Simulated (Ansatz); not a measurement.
```yaml
crystal:
  periodic: [false, false, false]
  atoms:
    - {symbol: Bi, position_ang: [0.669573, 1.138798, 1.104396]}
    - {symbol: C, position_ang: [2.474570, 0.996341, -0.296402]}
    - {symbol: C, position_ang: [-0.387657, 2.627652, -0.277557]}
    - {symbol: C, position_ang: [-0.884535, -1.519029, 0.825371]}
    - {symbol: C, position_ang: [-1.459547, -2.548284, -0.141379]}
    - {symbol: O, position_ang: [-0.263046, -0.503849, 0.069289]}
    - {symbol: H, position_ang: [2.777973, 2.002081, -0.644934]}
    - {symbol: H, position_ang: [2.115102, 0.381552, -1.143906]}
    - {symbol: H, position_ang: [3.320632, 0.491895, 0.207218]}
    - {symbol: H, position_ang: [-1.270548, 3.065313, 0.225380]}
    - {symbol: H, position_ang: [-0.707295, 2.023452, -1.148250]}
    - {symbol: H, position_ang: [0.310520, 3.426749, -0.592648]}
    - {symbol: H, position_ang: [-0.171540, -2.033802, 1.522446]}
    - {symbol: H, position_ang: [-1.712609, -1.127324, 1.473540]}
    - {symbol: H, position_ang: [-1.961619, -3.374063, 0.404007]}
    - {symbol: H, position_ang: [-2.197116, -2.070032, -0.817137]}
    - {symbol: H, position_ang: [-0.652850, -2.977460, -0.769422]}
basis:
  gaussian: {orbitals: def2-TZVP}
magnetization: {spin_polarized: true, initial_magnetization: 2}
hamiltonian: {xc: {name: B97}}
```

```sh
$ ansatz run in.yaml --threads 4 --pin off --events-out ev --progress --plain --max-ram 4787MiB
```

Output, abridged:

```
Functional definition: B97
1760 factors; their error is unknown
mean field evaluation 1: about -12190.5410 eV, gradient 6.8e1 eV
mean field evaluation 2: about -12069.1241 eV, gradient 1.5e2 eV
mean field evaluation 4: about -12211.7208 eV, gradient 8.6e0 eV
mean field evaluation 8: about -12212.2355 eV, gradient 1.2e0 eV
mean field evaluation 16: about -12212.2733 eV, gradient 2.9e-2 eV
mean field evaluation 32: about -12212.2739 eV, gradient 5.5e-6 eV
mean field -12212.27386751 eV, -448.7927868545 hartree, gradient 5.7e-6 eV, S^2 2.005232; 5 other end points of the search recorded, 0 dependent functions left out
reference -12212.27390993 eV, -448.7927884134 hartree; 34, 32 occupied and 237, 239 virtual orbitals, 1760 factors
Total energy: -12212.27390993 eV, -448.7927884134 hartree
```

Hardware: 4 threads of Intel Xeon Platinum 8259CL on a shared host. Wall time 53 s, peak host memory 1.9 GiB.

In the def2 sets Bi takes a core potential; there is no spin–orbit coupling.
